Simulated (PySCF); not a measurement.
C5H10N (SMILES [CH]=NC(C)(C)C), doublet, at a GFN2-xTB geometry; PySCF with BLYP/STO-3G.

Here is a job for PySCF.
```python
from pyscf import gto, scf, dft

mol = gto.M(
    atom='''
C     0.45442665    1.88359262    0.88517973
N     0.76851373    0.83175148    0.32971994
C    -0.05620880   -0.25569341   -0.12075115
C     0.42485553   -1.51375230    0.61128314
C     0.18373579   -0.40343272   -1.62760514
C    -1.54427029   -0.01227668    0.16022372
H     1.19965353    2.61297469    1.16664007
H     0.26563510   -1.40942486    1.68218002
H    -0.12139352   -2.38426540    0.25782081
H     1.48634683   -1.66779021    0.43333826
H    -0.36583911   -1.25863080   -2.01194923
H    -0.14710987    0.49120267   -2.15031362
H     1.24304071   -0.54740271   -1.82585136
H    -1.70550430    0.11184399    1.22835626
H    -1.87493762    0.89205855   -0.34489642
H    -2.13472114   -0.85345131   -0.19334609
''',
    basis='sto-3g',
    spin=1,
    verbose=4,
)

mf = dft.UKS(mol)
mf.xc = 'blyp'
mf.grids.atom_grid = (50, 194)
mf.kernel()
```

The log (banner, timings and long lists left out):

```
PySCF version 2.14.0

[INPUT] verbose = 4
[INPUT] num. atoms = 16
[INPUT] num. electrons = 47
[INPUT] charge = 0
[INPUT] spin (= nelec alpha-beta = 2S) = 1
[INPUT] symmetry False subgroup None
[INPUT] Mole.unit = angstrom
[INPUT] Symbol           X                Y                Z      unit          X                Y                Z       unit  Magmom
[INPUT]  1 C      0.454426650000   1.883592620000   0.885179730000 AA    0.858741912204   3.559474182052   1.672747260716 Bohr   0.0
[INPUT]  2 N      0.768513730000   0.831751480000   0.329719940000 AA    1.452280472668   1.571782500902   0.623080384408 Bohr   0.0
[INPUT]  3 C     -0.056208800000  -0.255693410000  -0.120751150000 AA   -0.106219237790  -0.483190516756  -0.228186602726 Bohr   0.0
[INPUT]  4 C      0.424855530000  -1.513752300000   0.611283140000 AA    0.802860594207  -2.860577267430   1.155157719164 Bohr   0.0
[INPUT]  5 C      0.183735790000  -0.403432720000  -1.627605140000 AA    0.347210322381  -0.762377350488  -3.075727953534 Bohr   0.0
[INPUT]  6 C     -1.544270290000  -0.012276680000   0.160223720000 AA   -2.918247910403  -0.023199562919   0.302778949459 Bohr   0.0
[INPUT]  7 H      1.199653530000   2.612974690000   1.166640070000 AA    2.267016616068   4.937806534520   2.204630218243 Bohr   0.0
[INPUT]  8 H      0.265635100000  -1.409424860000   1.682180020000 AA    0.501977588071  -2.663426978553   3.178859530015 Bohr   0.0
[INPUT]  9 H     -0.121393520000  -2.384265400000   0.257820810000 AA   -0.229400506097  -4.505608614277   0.487210720114 Bohr   0.0
[INPUT] 10 H      1.486346830000  -1.667790210000   0.433338260000 AA    2.808788434815  -3.151666730131   0.818890630696 Bohr   0.0
[INPUT] 11 H     -0.365839110000  -1.258630800000  -2.011949230000 AA   -0.691335723555  -2.378467503942  -3.802033021230 Bohr   0.0
[INPUT] 12 H     -0.147109870000   0.491202670000  -2.150313620000 AA   -0.277997364520   0.928238517955  -4.063503823722 Bohr   0.0
[INPUT] 13 H      1.243040710000  -0.547402710000  -1.825851360000 AA    2.349006503585  -1.034441201745  -3.450359014565 Bohr   0.0
[INPUT] 14 H     -1.705504300000   0.111843990000   1.228356260000 AA   -3.222936031268   0.211354509779   2.321256914795 Bohr   0.0
[INPUT] 15 H     -1.874937620000   0.892058550000  -0.344896420000 AA   -3.543118602444   1.685746346577  -0.651759775143 Bohr   0.0
[INPUT] 16 H     -2.134721140000  -0.853451310000  -0.193346090000 AA   -4.034038306919  -1.612789236551  -0.365371157356 Bohr   0.0

nuclear repulsion = 241.609598251942
number of shells = 28
number of NR pGTOs = 120
number of NR cGTOs = 40
basis = sto-3g
ecp = {}

******** <class 'pyscf.dft.uks.UKS'> ********
method = UKS
initial guess = minao
damping factor = 0
level_shift factor = 0
DIIS = <class 'pyscf.scf.diis.CDIIS'>
diis_start_cycle = 1
diis_space = 8
diis_damp = 0
SCF conv_tol = 1e-09
SCF conv_tol_grad = None
SCF max_cycles = 50
direct_scf = True
direct_scf_tol = 1e-13
number electrons alpha = 24  beta = 23
XC library pyscf.dft.libxc version 7.1.2
    S. Lehtola, C. Steigemann, M. J. T. Oliveira, and M. A. L. Marques,  SoftwareX 7, 1–5 (2018)
XC functionals = blyp
    A. D. Becke,  Phys. Rev. A 38, 3098 (1988)
    C. Lee, W. Yang, and R. G. Parr,  Phys. Rev. B 37, 785 (1988)
    B. Miehlich, A. Savin, H. Stoll, and H. Preuss,  Chem. Phys. Lett. 157, 200 (1989)
radial grids:
    Treutler-Ahlrichs [JCP 102, 346 (1995); DOI:10.1063/1.469408] (M4) radial grids

becke partition: Becke, JCP 88, 2547 (1988); DOI:10.1063/1.454033
pruning grids: <function nwchem_prune>
grids dens level: 3
symmetrized grids: False
atomic radii adjust function: <function treutler_atomic_radii_adjust>
User specified grid scheme (50, 194)
small_rho_cutoff = 0
Set gradient conv threshold to 3.16228e-05
tot grids = 105688
init E= -248.406972846196

cycle= 1 E= -247.922085299324  delta_E= 0.485  |g|= 0.214  |ddm|= 3.53
cycle= 2 E= -247.838952049017  delta_E= 0.0831  |g|= 0.442  |ddm|= 0.722
cycle= 3 E= -247.934418941035  delta_E= -0.0955  |g|= 0.168  |ddm|= 0.615
cycle= 4 E= -247.95117295642  delta_E= -0.0168  |g|= 0.0118  |ddm|= 0.199
cycle= 5 E= -247.951260551141  delta_E= -8.76e-05  |g|= 0.0036  |ddm|= 0.0227
cycle= 6 E= -247.95127043596  delta_E= -9.88e-06  |g|= 0.000946  |ddm|= 0.00675
cycle= 7 E= -247.951271279133  delta_E= -8.43e-07  |g|= 0.000417  |ddm|= 0.00214
cycle= 8 E= -247.951271541688  delta_E= -2.63e-07  |g|= 0.000114  |ddm|= 0.0012
cycle= 9 E= -247.951271574591  delta_E= -3.29e-08  |g|= 1.53e-05  |ddm|= 0.000596
cycle= 10 E= -247.951271574839  delta_E= -2.47e-10  |g|= 7.16e-06  |ddm|= 4.64e-05
Extra cycle  E= -247.951271574807  delta_E= 3.18e-11  |g|= 1.07e-05  |ddm|= 2.32e-05
converged SCF energy = -247.951271574807  <S^2> = 0.75089531  2S+1 = 2.0008951
```
